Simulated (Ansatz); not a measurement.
Reaction (ligand exchange at the Sn–Cl bond): `[NH2][Sn][Cl]` + HBr → `[NH2][Sn][Br]` + HCl

Program: Ansatz. Geometries: PBE0-D4/def2-TZVP. ΔE: electronic, gas phase. CBS: MP2 limit from def2 TZ/QZ plus the TZ coupled-cluster correction, frozen cores. This one scheme is used for every species. DFT in def2-TZVPP. def2 core potentials past Kr. For Br, Sn outer-core shells are correlated without core-valence functions, which leaves a few kJ/mol of doubt a bond. Scalar relativity is left out up to krypton. Each species was taken in one conformer, which may not be the lowest.

| species | LC-ωPBE energy (Eh) |
| --- | --- |
| `[NH2][Sn][Cl]` | -730.43974 |
| HBr | -2574.40650 |
| `[NH2][Sn][Br]` | -2844.15404 |
| HCl | -460.69673 |

Q: Work out ΔE.

A: ΔE = (-2844.15404) + (-460.69673) − (-730.43974) − (-2574.40650) = -0.00453 Eh = -11.9 kJ/mol. CCSD(T)/CBS gives -15.0 kJ/mol.

Largest T1 diagnostic among the species: 0.016.

Leaving LDA and LC-ωPBE aside and taking each functional with its dispersion term where it has one, the values, not all of them listed here, spread over 7.0 kJ/mol, from BHLYP-D4 to B97M-V.
